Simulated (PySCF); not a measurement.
# Spin states of AlTe⁺

Unrestricted PBE0; PySCF, scalar-relativistic core potentials, basis sets Al def2-SVPD, Te def2-SVPD with ECP28. Outer shells of the fragments: Al+ 3s2; Te 4d10 5s2 5p4.

Followed along the bond (rough minima from three points):

```
2Ms+1  unpaired  ⟨S²⟩ at the start  R at minimum (Å)  Te (eV)
    3      π ↑↑               2.01              3.12     0.00
    3  σ ↑, π ↑               2.01              2.57     0.03
    1  σ ↑, π ↓               1.01              2.53     0.17
    1      π ↑↓               1.01              3.12     0.38
    1      none               0.00  none in the scan   ≤ 0.89
```

Solutions found at the starting distance of 2.615 Å, counted from the lowest of them; the search is not exhaustive and high or unbound solutions are not listed, so other states can lie among these:

```tsv
2Ms+1	unpaired	term	E (eV)	⟨S²⟩	⟨Lz²⟩	μ (D)
3	σ ↑, π ↑	³Π	0.00	2.01	1.01	-6.60
1	σ ↑, π ↓	mixed	0.15	1.01	1.01	-6.71
3	π ↑↑	³Σ⁻	0.44	2.01	0.00	-3.09
1	π ↑↓	mixed	0.81	1.01	2.01	-3.08
1	none	¹Σ⁺	1.16	0.00	0.00	-8.64
1	none	mixed	1.88	0.00	2.00	-2.97
3	σ ↑, π ↑↑↓	mixed	3.20	3.01	3.02	-2.70
3	π ↑↑	mixed	3.32	2.05	2.01	-5.91
3	σ ↑↑	³Σ⁺	3.43	2.09	0.00	-7.75
1	σ ↑, π ↑↓↓	mixed	3.77	2.02	3.02	-2.31
```

A term symbol is given only where ⟨S²⟩ and ⟨Lz²⟩ are close to those of a pure state; real π, δ and φ orbitals otherwise mix terms. A positive dipole points towards Te; it is taken about the centre of mass and depends on that origin.

Problem. Compare the gap between the two lowest followed solutions at the starting distance with the gap between their minima.

Solution. At PBE0 the second solution (triplet, unpaired electrons σ ↑, π ↑) lies -0.44 eV from the first (triplet, unpaired electrons π ↑↑) at 2.615 Å and +0.03 eV at the minima; the two curves relax by different amounts, since their minima lie near 2.57 and 3.12 Å. A gap this small is a tie at this level.

Spin–orbit coupling is left out. Counting both spins, an empty level lies below a filled one in some of these solutions, because spin and occupation are held.
